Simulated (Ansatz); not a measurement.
Stepwise reaction of `C[BH][GeH2][CH3]` with hydrogen fluoride, as a gas-phase model of exchange steps in deposition or etching. ΔE in kJ/mol.

Calculated with Ansatz (gas phase, PBE0-D4/def2-TZVP geometries, no zero-point term in ΔE). CCSD(T)/CBS is the MP2 limit (def2-TZVPP, def2-QZVPP) plus CCSD(T) − MP2 in def2-TZVPP, frozen cores. This one scheme is used for every species. DFT in def2-TZVPP. B3LYP here is the variant with VWN-RPA as its local correlation; programs differ in this. For Ge outer-core shells are correlated without core-valence functions, which leaves a few kJ/mol of doubt a bond. Scalar relativity is left out up to krypton. One conformer a species, not always the lowest.

```csv
step,reaction,PBE-D4,B3LYP-D4,ωB97M-V,CCSD(T)/CBS
2,`C[BH][GeH2][F]` + H–F → `F[BH][GeH2][F]` + CH₄,-129.6,-137.8,-134.2,-125.9
```

Problem. Give the row of step 1, `C[BH][GeH2][CH3]` + H–F → `C[BH][GeH2][F]` + CH₄. (Estimate.)

Solution. Ansatz gave: 
| step | reaction | PBE-D4 | B3LYP-D4 | ωB97M-V | CCSD(T)/CBS |
| --- | --- | --- | --- | --- | --- |
| 1 | `C[BH][GeH2][CH3]` + H–F → `C[BH][GeH2][F]` + CH₄ | -77.8 | -88.0 | -83.0 | -71.6 |

Problem. By hand: ΔE of the 2 steps together at CCSD(T)/CBS.

Solution. (-71.6) + (-125.9) = -197.5 kJ/mol, or -98.8 kJ/mol a step.

In ΔE each step is lower than the one before. All are downhill at CCSD(T)/CBS. PBE-D4 differs from CCSD(T)/CBS by -6.2 to -3.7 kJ/mol a step. Isolated molecules leave out the surface, adducts and barriers. Largest T1 diagnostic: 0.013.
